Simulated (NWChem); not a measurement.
Molecule: AlNH4; SMILES [NH2][AlH2]

```xyz
6

Al     0.0000     0.0000     0.6547
H      0.0000    -1.4050     1.3916
H      0.0000     1.4050     1.3916
N      0.0000     0.0000    -1.1263
H      0.0000     0.8315    -1.7047
H      0.0000    -0.8315    -1.7047
```
Atoms are numbered in this order, from 1.

All runs: NWChem. Pople sets run with spherical d functions. The geometry was optimised at B3LYP/6-31G* (spherical d). B3LYP is NWChem's, with the RPA form of VWN correlation. Vertical excitations in the gas phase; the lowest state need not have the same character in each row.

For level B3LYP/6-31+G*, full TDDFT:

```yaml
lowest excitation, singlet (eV): 5.78
orbital gap (eV): 6.31
```

Problem. How do the values read with level PBE0/6-31+G*, full TDDFT instead?

Solution. lowest excitation, singlet (eV): 5.91
orbital gap (eV): 6.76
